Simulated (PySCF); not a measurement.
# Working out the ionisation energy of Ga

Ga [Ar] 3d10 4s2 4p1 (2P) → Ga⁺ [Ar] 3d10 4s2 (1S). All numbers are calculated (PySCF 2.14, the spin-free X2C one-electron Hamiltonian (Gaussian nucleus), in aug-cc-pVQZ-DK (8s7p5d3f2g, 93 functions)). Frozen: [Ar] 3d10. Energies in hartree (1 hartree = 27.21139 eV):

```json
{"part": "UHF", "Ga (lower)": "-1942.178434", "Ga⁺ (upper)": "-1941.975037"}
{"part": "CCSD correlation", "Ga (lower)": "-0.047868", "Ga⁺ (upper)": "-0.037587"}
{"part": "(T)", "Ga (lower)": "-0.000964", "Ga⁺ (upper)": "0.000000"}
```

**Question.** What does Hartree-Fock give?

**Answer.** (-1941.975037) − (-1942.178434) = 0.203397 hartree = 5.535 eV.

**Question.** What do CCSD and CCSD(T) give?

**Answer.** The CCSD correlation energies differ by 0.010281 hartree = 0.280 eV and the triples by 0.000964 hartree = 0.026 eV, so CCSD gives 5.815 eV and CCSD(T) 5.841 eV.

Measured between the centres of the two terms (NIST): 5.931 eV, so CCSD(T) (valence) is off by -0.090 eV.

What remains against the reference includes basis incompleteness, the frozen core and higher excitations.
